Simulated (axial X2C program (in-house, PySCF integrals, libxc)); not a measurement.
**Which molecule has these constants?**

Calculated with an in-house relativistic program for diatomic molecules, spin-free (one-electron X2C) or two-component (2c: spin–orbit coupling with atomic mean-field Coulomb and Gaunt terms, which also bring small scalar terms), in Dyall basis sets with cores contracted in-house; open shells are unrestricted.

A two-component PBE0 calculation in a Dyall 3-zeta basis gave Re = 2.100 Å, ωe = 478.6 cm⁻¹, De = 2.85 eV, dipole magnitude 0.18 D, Ω = 0.

**Question.** Which molecule is it?
A. PtSi
B. PdSi
C. NiSi

**Answer.** B. The others have NiSi 2.184 Å and 376.0 cm⁻¹ (Ω = 3); PtSi 2.072 Å and 553.9 cm⁻¹ (Ω = 0).

Each entry is the lowest single determinant of a limited PBE0 search at one distance. De goes to single-determinant-based atoms at the same level (for ions the charge split of lowest energy) and is withheld (n/a) where an atom does not fit its ground term or J level. Main or longest-lived isotopes. One determinant is a doubtful description, or other states lie close, for PdSi, NiSi; these need not be ground states, and all values refer to the states named. With several unpaired electrons the Ω given is that of one determinant, not necessarily of the lowest component. Some light 2c atoms are not at their ground J level, so De misses part of their lowering (0.04 eV or less). The functionals have no current term, which raises determinants with orbital currents.
